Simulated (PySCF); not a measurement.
furan (C4H4O), singlet, at a GFN2-xTB geometry. Base run: MP2/def2-SVP run with PySCF.

PySCF was given this input:
```python
from pyscf import gto, scf, mp

mol = gto.Mole()
mol.atom = '''
    O    -0.00798452   -0.00251073    1.15090764
    C    -0.00772947    1.07855182    0.35476202
    C     0.00283925   -1.08008955    0.35012622
    C     0.00316098    0.71058145   -0.95411083
    C     0.01009858   -0.70641198   -0.95715390
    H    -0.01572036    2.03941226    0.82982610
    H     0.00426721   -2.04301371    0.82105887
    H     0.00592920    1.35759045   -1.80703656
    H     0.01918407   -1.34969359   -1.81285061
'''
mol.basis = 'def2-svp'
mol.verbose = 4
mol.build()

mf = scf.RHF(mol)
mf.kernel()

pt = mp.MP2(mf, frozen=5)
pt.kernel()
print('E(MP2) = %.10f' % pt.e_tot)
```

The base run was repeated with changes; each row names its change, and settings that it needs were set with it.

```csv
change,basis functions,E (Eh),MP2 correlation (Eh),SCF-reference HOMO (eV),SCF-reference HOMO-LUMO gap (eV),SCF-reference dipole (D)
base,90,-229.15762,-0.70353,-8.71,13.05,0.75
basis = STO-3G,29,-226.02659,-0.27856,-7.17,15.09,0.37
basis = pcseg-0,53,-228.43202,-0.47446,-9.03,13.33,1.15
basis = 6-31G,53,-228.98988,-0.46759,-8.78,13.21,1.23
basis = 3-21G,53,-227.81325,-0.46706,-8.79,13.50,0.96
basis = def2-SV(P),78,-229.11854,-0.67707,-8.73,13.09,0.74
basis = 6-31G**,90,-229.33199,-0.70095,-8.47,13.18,0.78
basis = pcseg-1,90,-229.26906,-0.70871,-8.76,12.82,0.80
basis = cc-pVDZ,90,-229.34943,-0.70606,-8.56,13.03,0.68
basis = 6-31+G*,98,-229.31440,-0.68351,-8.66,10.83,0.80
basis = 6-311G**,114,-229.42687,-0.74724,-8.60,12.95,0.73
basis = def2-SVPD,135,-229.19531,-0.73240,-8.74,11.47,0.77
basis = 6-311++G**,138,-229.43490,-0.75132,-8.69,9.84,0.81
```

Totals compare only among sets that treat the same electrons; sets with core potentials leave the core out.
